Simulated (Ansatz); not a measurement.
Species: H$_{2}$B, SMILES `[BH2]` (charge 0, multiplicity 2).

Give a relaxed geometry from B3LYP-D3(BJ)/def2-TZVP in Ansatz (a program for electronic structure).

the end point of this relaxation (outside a Z-matrix the atoms follow the SMILES, hydrogens last).
Z-matrix (Å, degrees):
```
B
H 1 1.1869
H 1 1.1869 2 129.64
```
